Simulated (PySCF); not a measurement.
Work out the structure from these simulated measurements.

Formula: C10H11N.

| Property | Result |
| --- | --- |
| Dipole | 2.16 D [PBE0/pcSseg-1] |
| Rotational structure | rotational constants A, B, C: 2.548, 0.699, 0.630 GHz [GFN2-xTB] |
| 13C NMR | chemical shifts (computed TMS as zero) by class: 165.5 (1 C), 154.7 (1 C), 151.0 (1 C), 143.4 (1 C), 141.2 (1 C), 140.3 (1 C), 132.6 (1 C), 127.4 (1 C), 125.9 (1 C), 25.7 (1 C) ppm [GIAO PBE0/pcSseg-1] |
| 1H NMR | chemical shifts (computed TMS as zero) by class: 8.97 (1 H), 7.87 (1 H), 7.36 (1 H), 7.25 (1 H), 7.07 (1 H), 6.77 (1 H), 5.59 (1 H), 5.49 (1 H), 1.58 (3 H) ppm [GIAO PBE0/pcSseg-1] |
| NMR, other nuclei | isotropic shieldings of nuclei other than C and H, by class: -93 (1 N) ppm [GIAO PBE0/pcSseg-1] |

The electronic properties come from PySCF, for the isolated species, density fitting. Levels stand in brackets. Geometry: GFN2-xTB, one conformer, isolated molecule. NMR values are class means; diastereotopic atoms form classes of their own.

**Question.** Give a SMILES that accounts for the data.

**Answer.** Numbering: `[CH2:1]=[C:2]([CH3:3])/[CH:4]=[CH:5]\[c:6]1[cH:7][cH:8][cH:9][cH:10][n:11]1`. Its formula, C10H11N, gives 6 degrees of unsaturation: 1 ring and 5 π bonds in the structure found (Kekulé form). 10 carbons fall into 10 classes; from least to most shielded: substituted aromatic carbon [C6] (165.5 ppm), aromatic CH next to a ring nitrogen [C10] (154.7 ppm), fully substituted alkene carbon [C2] (151.0 ppm), alkene CH carbon [C4] (143.4 ppm), aromatic CH carbon [C8] (141.2 ppm), alkene CH carbon [C5] (140.3 ppm), aromatic CH carbon [C7] (132.6 ppm), terminal =CH2 carbon [C1] (127.4 ppm), aromatic CH carbon [C9] (125.9 ppm), allylic carbon [C3] (25.7 ppm). Hydrogen classes from least to most shielded: 1 H on an aromatic CH next to a ring nitrogen, C10 (8.97 ppm), 1 H on an aromatic CH carbon, C8 (7.87 ppm), 1 H on an aromatic CH carbon, C7 (7.36 ppm), 1 H on an aromatic CH carbon, C9 (7.25 ppm), 1 H on an alkene CH carbon, C5 (7.07 ppm), 1 H on an alkene CH carbon, C4 (6.77 ppm), 1 H on a terminal =CH2 carbon, C1 (5.59 ppm), 1 H on a terminal =CH2 carbon, C1 (5.49 ppm), 3 H on an allylic carbon, C3 (1.58 ppm, a mean of values up to 1.0 ppm apart in this geometry). The other shieldings belong to: -93 ppm, pyridine-type nitrogen [N11]. The optimised geometry has point group C1 and is an asymmetric top. Structure: `C=C(C)/C=C\c1ccccn1`. Computed isomers that give other values at the same levels: `CCCc1cccc(C#N)c1` (13C chemical shifts (computed TMS as zero) by class: 151.4 (1 C), 139.5 (1 C), 137.5 (1 C), 136.7 (1 C), 134.7 (1 C), 124.8 (1 C), 117.8 (1 C), 44.2 (1 C), 34.6 (1 C), 17.7 (1 C) ppm); `Cc1cc2ccccc2n1C` (13C chemical shifts (computed TMS as zero) by class: 140.8 (1 C), 139.7 (1 C), 133.6 (1 C), 125.2 (1 C), 125.1 (1 C), 124.2 (1 C), 111.2 (1 C), 106.3 (1 C), 29.9 (1 C), 15.4 (1 C) ppm); `C=C=C(C)n1cccc1C=C` (13C chemical shifts (computed TMS as zero) by class: 219.6 (1 C), 136.9 (1 C), 134.0 (1 C), 120.6 (1 C), 117.0 (1 C), 114.4 (1 C), 112.8 (1 C), 110.0 (1 C), 87.9 (1 C), 22.2 (1 C) ppm). The assignments are read from this structure; whether some other isomer fits the data as well wasn't checked.

Shape of the structure used: `[CH2:1]=[C:2]([CH3:3])/[CH:4]=[CH:5]\[c:6]1[cH:7][cH:8][cH:9][cH:10][n:11]1`: C1–C2–C4–C5 -160°, C4–C5–C6–C7 52°.
